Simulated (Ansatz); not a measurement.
Reaction (formal hydrolysis of a Mo–N bond): `[NH2][Mo]([NH2])(=[O])=[S]` + H₂O → `[NH2][Mo](=[O])([OH])=[S]` + NH₃

Isolated molecules relaxed with PBE0-D4/def2-TZVP in Ansatz; ΔE leaves out vibrations. CCSD(T)/CBS is the MP2 limit (def2-TZVPP, def2-QZVPP) plus CCSD(T) − MP2 in def2-TZVPP, frozen cores. This one scheme is used for every species. DFT in def2-TZVPP. B3LYP here is the variant with VWN-RPA as its local correlation; programs differ in this. Elements past krypton have def2 core potentials. For Mo outer-core shells are correlated without core-valence functions, which leaves a few kJ/mol of doubt a bond. One conformer a species, not always the lowest.

CCSD(T)/CBS gives -25.5 kJ/mol.

**Question.** Another level gave -34.6 kJ/mol. Which?
A. MP2/def2-TZVPP
B. B97M-V/def2-TZVPP
C. CAM-B3LYP/def2-TZVPP
D. B3LYP-D4/def2-TZVPP

**Answer.** C. CAM-B3LYP -34.6, B3LYP-D4 -30.4, MP2/def2-TZVPP -25.5, B97M-V -38.8 kJ/mol.

Largest T1 diagnostic among the species: 0.025, so the coupled-cluster value is less sure than usual.

Leaving LDA and LC-ωPBE aside and taking each functional with its dispersion term where it has one, the values, not all of them listed here, spread over 10.7 kJ/mol, from B97M-V to PBE-QIDH. LDA lies +4.7 kJ/mol from PBE without D4. The D4 term adds +3.9 kJ/mol with B3LYP and +2.1 kJ/mol with PBE0; it sums over pairs of atoms, weighted by their polarisabilities, and B3LYP, whose exchange is more repulsive, gets the larger term.
